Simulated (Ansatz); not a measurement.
A run for Ansatz (an electronic-structure program): R-CAM-B3LYP/def2-TZVPP on CH2O (SMILES C=O).

Ansatz 0.2 input:
```yaml
crystal:
  periodic: [false, false, false]
  atoms:
    - {symbol: C, position_ang: [-0.00577212, 0.00108188, 0.00001631]}
    - {symbol: O, position_ang: [1.17359931, -0.21414095, -0.00413586]}
    - {symbol: H, position_ang: [-0.75239865, -0.81691841, 0.00115277]}
    - {symbol: H, position_ang: [-0.41532853, 1.03007747, 0.00296677]}
basis:
  gaussian:
    orbitals: def2-TZVPP
hamiltonian:
  xc: {name: CAM-B3LYP}
scf: {lower_state_search: off}
```

The log:

```
WARN ansatz: RAYON_NUM_THREADS=4 ignored (pool sized by the plan → 4); use --threads N
Functional definition: CAM-B3LYP
these checks for a lower state are left out or cut short: stability, starts, cluster_reference, orbital_swaps, neighbouring_geometries, increment
integrals: 0.01 GiB planned
449 factors; their error is unknown
integrals: 0.05 GiB planned
111 factors; integrals over basis functions are off by at most 1.7e-5 eV
mean field: 0.21 GiB planned
mean field evaluation 1: about -3113.0299 eV, gradient 4.1e1 eV
mean field evaluation 2: about -3109.4334 eV, gradient 6.2e1 eV
mean field evaluation 4: about -3115.8227 eV, gradient 1.6e0 eV
mean field evaluation 8: about -3115.8284 eV, gradient 4.0e-2 eV
mean field -3115.82837976 eV, -114.5045809720 hartree, gradient 6.9e-6 eV, S^2 0.000000; 0 other end points of the search recorded, 0 dependent functions left out
reference -3115.82847067 eV, -114.5045843128 hartree; 8, 8 occupied and 82, 82 virtual orbitals, 449 factors
Total energy: -3115.82847067 eV, -114.5045843128 hartree
Checks for a lower state left out: stability, starts, cluster_reference, orbital_swaps, neighbouring_geometries, increment
```

Self-consistency was reached.

Cost: roughly 0.7 core-seconds.
